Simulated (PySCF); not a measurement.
**Vertical excitation energies**

Compound: C₃H₃F₃O.
Atom-mapped SMILES: `[CH2:1]=[CH:2][O:3][C:4]([F:5])([F:6])[F:7]` (hydrogens: H8, H9 on C1; H10 on C2)

Theory: TDDFT CAM-B3LYP/def2-SVPD, vertical, gas phase, core orbitals frozen in the response (PySCF). One conformer (not necessarily the lowest) at the GFN2-xTB geometry, without solvent, vibrations or thermal averaging. Torsions of this conformer, `[CH2:1]=[CH:2][O:3][C:4]([F:5])([F:6])[F:7]`: C1–C2–O3–C4 0°, C2–O3–C4–F5 180°.

```csv
state,E (eV),E (kJ/mol),λ (nm),f,|μ| (D),symmetry,"main configurations (H = HOMO, L = LUMO)"
S1,7.48,721,165.8,0.284,3.16,A′,H→L (97%)
S2,7.57,730,163.9,0.031,1.04,A″,H→L+1 (87%)
S3,8.34,805,148.7,0.011,0.60,A″,"H→L+2 (75%), H→L+3 (15%)"
S4,8.78,847,141.3,0.0001,0.06,–,"H→L+3 (61%), H→L+6 (13%), H→L+2 (12%)"
S5,9.10,878,136.3,0.0016,0.22,–,"H→L+5 (62%), H→L+8 (16%)"
S6,9.33,900,132.9,0.0001,0.04,–,H-1→L (87%)
S7,9.60,927,129.1,0.0044,0.35,A′,H→L+4 (92%)
S8,9.70,936,127.9,0.0001,0.06,–,H-2→L (85%)
```

Triplets (Tamm–Dancoff): T1 4.50 eV, H→L (94%); T2 7.42 eV, H→L+1 (85%); T3 8.19 eV, H→L+2 (67%), H→L+3 (18%).

The lowest singlet lies at 7.48 eV (166 nm, vacuum ultraviolet) and is strong; its leading configuration is HOMO→LUMO (97%). The lowest level is also the most intense of those listed (f = 0.284). Löwdin shares by element: HOMO carbon 69% or more, oxygen 19%; LUMO carbon 68% or more, oxygen 8%, hydrogen 7% or more (atoms not listed hold the other 17%). Orbital energies (eV): HOMO-3 -13.35, HOMO-2 -13.15, HOMO-1 -12.88, HOMO -9.49, LUMO 0.88, LUMO+1 1.30, LUMO+2 1.93. The oscillator strengths of these states sum to 0.332; summed over the whole spectrum of an exact calculation they would give the number of electrons, 56 (Thomas–Reiche–Kuhn). Weighted by f, the mean energy of these states is 7.55 eV. Symmetry labels in Cs follow from the direction of the transition dipole and are given only for states with f of 0.002 or more. Singlets were solved by full linear response, triplets in the Tamm–Dancoff approximation.

On an x86-64 server with one thread (shared host), this took 16 s of wall time.
